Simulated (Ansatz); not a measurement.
## Computed against measured: atomisation enthalpy at 298 K

6 molecules with two or more fluorines; the atomisation enthalpy at 298 K in kJ/mol, computed less measured. Shapes, held fixed at every level: PBE0-D4/def2-TZVP. Flexible molecules stand in one conformer, not always the lowest. Thermal terms are harmonic and unscaled (PBE0-D4/def2-TZVP); the spin-orbit lowering of the free atoms is taken from their spectra. Programs: Ansatz 0.2.0. Measured values: Active Thermochemical Tables, CRC Handbook of Chemistry and Physics, NIST-JANAF tables.

Levels: A = HF/3-21G; B = PBE-D4/def2-TZVPP; C = PBE0-D4/def2-TZVPP; D = CCSD(T)/CBS estimate.

```csv
molecule,from tabulated heats,A,B,C,D
AlClF2 (SMILES [F][Al]([F])[Cl]),1609,-581,-1,-43,+10
BClF2 (chlorodifluoroborane),1736,-541,+60,+6,-5
S2F2 (Difluorodisulfane),1049,-1081,+97,-14,-24
CH2F2 (difluoromethane),1763,-665,+58,-3,-1
C2H3F3 (SMILES CC(F)(F)F),3070,-1068,+116,+20,+4
"C2H4F2 (1,1-difluoroethane)",2965,-976,+84,+11,0
```

Q: Which level does best on this set, which worst, and which err to one side?

A: 
```json
{"level": "HF/3-21G", "kind": "Hartree–Fock", "mean error": "-818.7", "mean absolute error": "818.7", "worst case": "S2F2"}
{"level": "PBE-D4/def2-TZVPP", "kind": "GGA", "mean error": "+69.0", "mean absolute error": "69.3", "worst case": "C2H3F3"}
{"level": "PBE0-D4/def2-TZVPP", "kind": "global hybrid", "mean error": "-3.8", "mean absolute error": "16.2", "worst case": "AlClF2"}
{"level": "CCSD(T)/CBS estimate", "kind": "coupled cluster or CI", "mean error": "-2.7", "mean absolute error": "7.3", "worst case": "S2F2"}
```

On this set CCSD(T)/CBS estimate has the smallest mean absolute error and HF/3-21G the largest. HF/3-21G is too low in 6 of 6; PBE-D4/def2-TZVPP is too high in 5 of 6. The heats of AlClF2, C2H3F3 come from older tables and can be uncertain by 10 kJ/mol or more. The tabulated values of BClF2, S2F2 are in doubt (older tables, estimates, or at odds with other calculations) and kept here. Over the 4 molecules whose values aren't doubted the mean absolute errors are A 822.5; B 64.8; C 19.2; D 3.8. Where a negative error exceeds the measured value, the molecule comes out unbound. Hartree–Fock lacks correlation and underbinds. Rows in very small basis sets show the basis more than the method. The CBS estimate extrapolates MP2 from def2-TZVPP and def2-QZVPP and adds CCSD(T) − MP2 in the triple-zeta set, cores frozen. The set is small.
